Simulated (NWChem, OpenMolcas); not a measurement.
# Exact exchange and the HOMO–LUMO gap of CH5BFNO

CH5BFNO has 10 atoms, charge 0, and is taken as a singlet. SMILES: `COB(N)F`. The coordinates come from a PBE0-D4/def2-TZVP relaxation. This is one conformer, not always the lowest.

The HOMO–LUMO gap y, in eV, basis cc-pVDZ; a is the functional's share of exact exchange. Programs: NWChem 7.3.0, OpenMolcas 26.06.

```
functional     program     a  y (eV)
      TPSS  OpenMolcas     0    7.13
       PBE      NWChem     0    6.77
     B3LYP      NWChem   0.2       ?
      PBE0      NWChem  0.25    9.27
     BHLYP  OpenMolcas   0.5   11.43
```

**Question.** Fit y = c + s·a to the known rows and predict B3LYP.

**Answer.** 
1. Means of the 4 rows: a = 0.1875, y = 8.650.
2. Σ(Δa)² = 0.17188, Σ(Δa·Δy) = 1.545, so the slope is 1.545/0.17188 = 8.9888.
3. Intercept: 8.650 − (8.9888) × 0.1875 = 6.965. The largest residual of the fit is 0.19.
4. B3LYP: 6.965 + (8.9888) × 0.2 = 8.76 eV.

The run gave 8.58 eV, so the prediction is off by +0.18 eV, within the largest residual. Exact exchange lowers occupied levels and raises empty ones. The rows mix families of semi-local functionals, which the line can't see.
